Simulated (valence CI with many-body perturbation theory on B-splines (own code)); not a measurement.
# Kr²¹⁺: magnetic and hyperfine properties of the levels

Calculated by relativistic CI+MBPT: five valence electrons over a frozen Dirac-Fock core [Ne], a basis of 9 s, 9 p, 8 d, 6 f, 3 g, 1 h functions for each j, with the one-electron correlation potential Σ1 (screened to all orders), the two-electron term Σ2, the three-electron term Σ3, Breit, model QED; selected single and double excitations, second order for the rest (own B-spline code, finite nucleus).

No measured spectrum was set against this ion. As an estimate, levels of excited configurations hold to 0.05 to 0.15 % of their energy, terms of the ground configuration to about 0.5 %. Among the levels kept, up to 460 cm⁻¹ of a level comes from second order outside the variational space, and about a tenth of that is noise between levels of different J, which matters for small intervals.

A/g_I is the dipole constant over the nuclear g factor μ/I (μ in nuclear magnetons, uniformly magnetised nucleus), B/Q the quadrupole constant per barn. Both hold the static response of the core; the bare values leave it out. Large factors of s and p1/2 electrons are usually good to 5 to 10 %; those of open d and f shells near neutrality can be off by tens of per cent, and small factors of p3/2, d and f electrons come from cancelling terms and can be off by a factor of two or in sign, in half-filled shells by more. B is blank for J = 1/2, where it vanishes, and for nearly pure S terms. Energies count from the lowest level.

Names give the largest LS component (configuration and term), which can be under half, so a name can repeat, a term be missing and a line seem to break the LS rules; names also repeat where a configuration has a term twice. Letters in brackets count levels of one name in rising energy.

| Level | E (cm⁻¹) | g | A/g_I (MHz) | A/g_I bare | B/Q (MHz/b) | B/Q bare |
| --- | --- | --- | --- | --- | --- | --- |
| 3s²3p³ ⁴S°_3/2 | 0 | 1.744 | 8640 | 9130 | 10400 | 10100 |
| 3s²3p³ ²D°_3/2 | 78301 | 1.143 | 8380 | 8370 | 21900 | 21200 |
| 3s²3p³ ²D°_5/2 | 107230 | 1.198 | 30000 | 29200 | -151 | -145 |
| 3s²3p³ ²P°_1/2 | 153340 | 0.663 | 85900 | 82600 |  |  |
| 3s²3p³ ²P°_3/2 | 216930 | 1.243 | 16900 | 16700 | -32400 | -31500 |
| 3s3p⁴ ⁴P_5/2 | 514180 | 1.565 | 62600 | 60900 | 20000 | 19400 |
| 3s3p⁴ ⁴P_3/2 | 565410 | 1.642 | 36100 | 35700 | -21100 | -20500 |
| 3s3p⁴ ⁴P_1/2 | 577720 | 2.579 | 153000 | 148000 |  |  |
| 3s3p⁴ ²D_3/2 | 639660 | 0.963 | 771 | 1100 | -28100 | -27200 |
| 3s3p⁴ ²D_5/2 | 664690 | 1.229 | 69100 | 66700 | -47400 | -46000 |
| 3s²3p²3d ⁴F_3/2 [a] | 714330 | 0.916 | 6330 | 6650 | 2980 | 3100 |
| 3s²3p²3d ⁴F_3/2 [b] | 728590 | 0.848 | 7980 | 8040 | 67.3 | 237 |
| 3s3p⁴ ²S_1/2 | 728850 | 1.199 | 66200 | 64000 |  |  |
| 3s²3p²3d ⁴F_5/2 | 743150 | 1.122 | 4280 | 4660 | 12100 | 12200 |
| 3s²3p²3d ²F_5/2 [a] | 773280 | 0.943 | 23200 | 22700 | -9800 | -9310 |
| 3s²3p²3d ⁴F_7/2 | 783090 | 1.237 | 7590 | 7870 | 7340 | 7580 |
| 3s²3p²3d ⁴D_1/2 | 786210 | 0.597 | 83300 | 80100 |  |  |
| 3s²3p²3d ²F_7/2 [a] | 795830 | 1.243 | 11000 | 11200 | 18100 | 17700 |
| 3s²3p²3d ⁴D_3/2 | 802580 | 1.121 | 11300 | 11500 | -12700 | -12300 |
| 3s²3p²3d ⁴F_9/2 | 813230 | 1.286 | 13700 | 13700 | -6570 | -5840 |
| 3s²3p²3d ²P_1/2 [a] | 823800 | 0.958 | 103000 | 99200 |  |  |
| 3s²3p²3d ⁴D_5/2 | 824970 | 1.207 | 14300 | 14300 | -11600 | -11100 |
| 3s²3p²3d ²G_7/2 [a] | 871870 | 1.149 | 14100 | 14100 | 21300 | 21000 |
| 3s3p⁴ ²P_3/2 | 884330 | 1.215 | -6660 | -5720 | 9800 | 9620 |
| 3s²3p²3d ⁴P_5/2 | 895680 | 1.513 | 7440 | 8000 | 1810 | 1770 |
| 3s²3p²3d ²G_7/2 [b] | 898870 | 1.070 | 12700 | 12600 | 26000 | 25700 |
| 3s²3p²3d ⁴P_3/2 | 908730 | 1.524 | 13700 | 14100 | -6400 | -6370 |
| 3s²3p²3d ⁴P_1/2 | 914890 | 2.210 | 60600 | 59200 |  |  |
| 3s²3p²3d ²G_9/2 | 920960 | 1.155 | 11500 | 11500 | 47200 | 46300 |
| 3s²3p²3d ²D_3/2 [a] | 933560 | 0.979 | 15000 | 14900 | 9460 | 9300 |
| 3s²3p²3d ²P_1/2 [b] | 958070 | 1.049 | 3080 | 2950 |  |  |
| 3s²3p²3d ²D_5/2 [a] | 965240 | 1.143 | 11200 | 11300 | 8490 | 8500 |
| 3s²3p²3d ²D_3/2 [b] | 990470 | 0.952 | 12400 | 12200 | -8030 | -7950 |
| 3s²3p²3d ²P_1/2 [c] | 993520 | 0.906 | -15100 | -14400 |  |  |
| 3s²3p²3d ²F_5/2 [b] | 996230 | 1.082 | 12800 | 12800 | -190 | 77.8 |
| 3s²3p²3d ²D_5/2 [b] | 1014100 | 1.189 | 9620 | 9810 | 34300 | 33400 |
| 3s²3p²3d ²F_7/2 [b] | 1030300 | 1.132 | 14300 | 14300 | -4570 | -4030 |
| 3s²3p²3d ²P_3/2 | 1045800 | 1.240 | 7750 | 8170 | -7730 | -7450 |
| 3s²3p²3d ²S_1/2 | 1055800 | 1.825 | 75100 | 73000 |  |  |
| 3s²3p²3d ²D_3/2 [c] | 1088700 | 0.846 | 9050 | 9140 | 10500 | 10400 |

Task: Take the isotope of mass number 83, with I = 9/2, μ = -0.97073 μN and Q = 0.259 b. What is the hyperfine structure of 3s²3p³ ²D°_5/2?

Result: From the table A = -6470 MHz, B = -39.1 MHz. Shifts from the centre of gravity in MHz: F = 2: 88900, F = 3: 69500, F = 4: 43700, F = 5: 11300, F = 6: -27500, F = 7: -72800.
